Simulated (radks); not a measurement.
Spherical quantum dot in the effective-mass picture: electrons in a parabolic well V = omega^2 r^2 / 2 with omega = 0.107, all in effective atomic units (hartree* = m*/eps^2 hartree, bohr* = eps/m* bohr), one dielectric constant everywhere. Method: non-relativistic Kohn-Sham, LDA (Slater exchange, Perdew-Wang correlation), spin-polarised, spherical densities; computed with a radial shooting solver with Libxc functionals. Levels are named by radial order and angular momentum (1s, 1p, 1d, 2s, ...), and open shells are averaged over m.

N = 24, configuration 1s2 1p6 1d10 2s2 1f(up 4, down 0). This is the lowest configuration that the search found. Occupied and some empty levels:

level    occupation  eigenvalue (hartree*)  <r> (bohr*)
1s up             1                 2.6663        8.286
1s down           1                 2.6718        7.972
1p up             3                 2.6849        9.360
1p down           3                 2.6921        9.228
1d up             5                 2.7109        10.07
1d down           5                 2.7189        10.02
2s up             1                 2.7323        7.369
2s down           1                 2.7357        7.544
1f up             4                 2.7432        10.62
1f down           0                 2.7515        10.62
2p up             0                 2.7745        8.464
2p down           0                 2.7783        8.496
1g up             0                 2.7811        11.09
1g down           0                 2.7895        11.11
2d up             0                 2.8197        9.378
2d down           0                 2.8241        9.367

Energy (hartree*): total 38.9423, kinetic 1.4098, external 13.554, Hartree 27.031, exchange-correlation -3.0521.
